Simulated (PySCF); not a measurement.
SMILES [OH2+][Si](C)(C)C (charge +1), GFN2-xTB optimised geometry.

```
16

C      1.69     0.02     0.00
Si    -0.20     0.02     0.00
C     -1.10     1.68     0.00
C     -1.09    -1.51    -0.64
O     -0.53    -0.39     2.02
H      2.07     0.22    -1.00
H      2.11    -0.94     0.31
H      2.11     0.79     0.65
H     -2.11     1.59     0.39
H     -1.18     2.07    -1.01
H     -0.58     2.43     0.59
H     -2.10    -1.59    -0.24
H     -1.18    -1.48    -1.73
H     -0.57    -2.43    -0.40
H     -0.35    -1.27     2.37
H     -0.33     0.28     2.69
```

Density from B3LYP/def2-TZVP (PySCF 2.14.0) at that geometry.

Minimum of the electron density along straight lines between bonded atoms, close to the bond critical point (lines longer than 1.1 times the sum of covalent radii, or with two minima, are not listed):

```
bond    length / Å  ρ at the minimum / e bohr⁻³  ∇²ρ there / e bohr⁻⁵  position (fraction from the first atom)
------  ----------  ---------------------------  --------------------  ---------------------------------------
C1–Si2       1.891                        0.125                  0.09                                     0.61
Si2–C3       1.887                        0.126                  0.09                                     0.39
Si2–C4       1.887                        0.126                  0.09                                     0.39
C1–H6        1.087                        0.276                 -0.93                                     0.64
C1–H7        1.088                        0.276                 -0.93                                     0.64
C1–H8        1.088                        0.276                 -0.93                                     0.64
C3–H9        1.088                        0.276                 -0.94                                     0.64
C3–H10       1.087                        0.276                 -0.93                                     0.64
C3–H11       1.089                        0.276                 -0.93                                     0.64
C4–H12       1.088                        0.276                 -0.94                                     0.64
C4–H13       1.087                        0.276                 -0.93                                     0.64
C4–H14       1.089                        0.276                 -0.93                                     0.64
O5–H15       0.964                        0.351                 -2.49                                     0.82
O5–H16       0.964                        0.351                 -2.49                                     0.82
```
